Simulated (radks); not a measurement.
Species: the ruthenium ion Ru4+. Configuration: [Ar] 3d10 4s1 4p6 4d4 5p1 (not the ground configuration). Method: Dirac Kohn-Sham, exchange-only B88, spin-unpolarised, spherical densities, finite nucleus; open shells are shared between the two j in proportion to 2j + 1; Fermi nuclear charge, rms radius 4.4809 fm; computed with a radial shooting solver on a logarithmic mesh with Libxc functionals.

Radial electron density D(r) = 4 pi r^2 rho(r):

```
   r/bohr * D(r) (the largest magnitude, 69.6, reaches the edge; | marks zero)
 0.003528 |      *
 0.004074 |       *
 0.004668 |         *
  0.00539 |            *
 0.006225 |               *
 0.007132 |                  *
 0.008237 |                     *
 0.009513 |                         *
   0.0109 |                             *
  0.01259 |                                 *
  0.01442 |                                     *
  0.01665 |                                        *
  0.01923 |                                          *
  0.02204 |                                           *
  0.02545 |                                           *
  0.02939 |                                          *
  0.03367 |                                        *
  0.03889 |                                      *
  0.04491 |                                     *
  0.05145 |                                     *
  0.05942 |                                        *
  0.06808 |                                            *
  0.07862 |                                                *
   0.0908 |                                                     *
    0.104 |                                                      *
   0.1201 |                                                    *
   0.1387 |                                               *
    0.159 |                                         *
   0.1836 |                                    *
   0.2103 |                                  *
   0.2429 |                                     *
   0.2805 |                                        *
   0.3214 |                                          *
   0.3712 |                                       *
   0.4286 |                                *
   0.4911 |                       *
   0.5672 |               *
    0.655 |          *
   0.7504 |         *
   0.8667 |         *
   0.9929 |         *
    1.147 |        *
    1.324 |      *
    1.517 |   *
    1.752 |  *
    2.024 |*
    2.318 |*
    2.677 |*
    3.092 *
    3.543 *
    4.091 *
    4.687 *
    5.413 *
    6.252 *
    7.163 *
```

D(r) has 4 maxima, at r = 0.0237, 0.103, 0.319, 0.909 bohr, and minima at 0.0471, 0.205, 0.775 bohr, inside which lie 2.05, 11.10, 29.36 electrons.
